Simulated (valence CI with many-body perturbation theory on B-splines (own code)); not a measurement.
**Which ion has this spectrum?**

A relativistic CI+MBPT calculation for an atom or ion with 15 electrons gives these levels (eV):

| J | Parity | E | g |
| --- | --- | --- | --- |
| 3/2 | odd | 0.00 | 1.33 |
| 3/2 | even | 253.99 | 0.78 |
| 5/2 | even | 385.85 | 1.19 |
| 3/2 | odd | 502.37 | 1.45 |
| 5/2 | odd | 515.14 | 1.18 |
| 1/2 | odd | 532.22 | 0.64 |
| 5/2 | even | 700.48 | 1.45 |
| 3/2 | even | 731.99 | 1.14 |
| 1/2 | even | 735.37 | 2.00 |
| 5/2 | even | 753.13 | 0.96 |
| 1/2 | even | 757.02 | 0.23 |
| 3/2 | even | 757.65 | 0.90 |
| 7/2 | even | 766.60 | 1.01 |
| 5/2 | even | 799.93 | 1.15 |

The energies are calculated, and their last digits are not significant.

Task: Which is it?
A. Bi68+
B. Pb67+
C. Hg65+
D. Au64+

Result: C. Hg65+, ground level (3s^2 3p1/2^2 3p3/2) J=3/2.
